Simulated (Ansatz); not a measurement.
A structure relaxed at r2SCAN-D4/def2-SVP in Ansatz, charge 3, singlet:

```xyz
49

Sn    0.9585   -3.2452    0.7184
Sn   -2.1038   -2.7284   -0.5736
Sn   -1.4873   -1.7519    2.5856
Sn   -1.3776    0.1848   -1.9523
Sn   -1.0169    1.5648    2.6179
Sn    3.0441   -0.9147   -0.4823
Sn    1.9061    0.0279    2.4745
Sn    0.9771   -1.6713   -2.8914
Sn   -3.3233    0.9544    0.3916
Sn   -1.1961    3.2313   -0.9361
Sn    2.1308    2.7358    0.6032
Sn    1.3140    1.6987   -2.8524
O    -0.6323   -1.8537    0.6543
O     2.2047   -1.6273    1.3143
O     1.7584   -2.4351   -1.1283
O    -0.9195   -1.8141   -2.1267
O    -2.7724   -0.6828   -0.7122
O    -0.0401   -0.2567    3.0280
O    -2.4415    0.1291    2.0779
O    -0.0490    0.2057   -3.4918
O    -2.5967    1.7612   -1.5468
O     0.9681    1.9134    2.0893
O    -1.8683    2.3745    0.9022
O     2.8039    0.7925    0.6877
O     2.2295   -0.1275   -2.2262
O     0.0846    1.4689   -1.0639
O    -0.6132   -4.2160   -0.3653
O     0.0477   -3.2458    2.6584
O    -2.9036   -2.8180    1.3836
O     0.5036    3.9626    0.1279
O    -0.1790    3.2458   -2.8303
O     2.5625    2.7058   -1.4441
H    -0.6537   -5.1494   -0.6306
H     0.2220   -3.8674    3.3839
H    -3.6937   -3.2925    1.6894
H     0.5839    4.9180    0.2936
H    -0.3273    3.8922   -3.5418
H     3.2887    3.2655   -1.7697
H     1.9997   -4.5705    0.9076
H    -3.2863   -3.5255   -1.4850
H    -2.1908   -2.0118    4.1066
H    -1.3991    2.4720    3.9911
H     4.6914   -1.2466   -0.6584
H     2.9681    0.1287    3.7850
H     1.3703   -2.5380   -4.2822
H    -4.9593    1.3267    0.5498
H    -2.0363    4.7012   -1.0407
H     3.2801    3.7952    1.2612
H     2.1694    2.1333   -4.2512
```

Task: Give its formula and point group.

Result: Sn₁₂O₂₀H₁₇³⁺. Point group Cs (tolerance 0.1 Å).

Task: Summarise the bond lengths by kind (pairs closer than 1.2 times the sum of covalent radii, bridged metal pairs left out).

Result: 54 × O–Sn 2.03 to 2.22 Å; 11 × H–Sn 1.69 to 1.70 Å; 6 × H–O 0.97 Å.

In the def2 sets Sn takes a core potential; there is no spin–orbit coupling. Single mean-field runs in def2-SVP are fitted with def2-universal-jkfit.
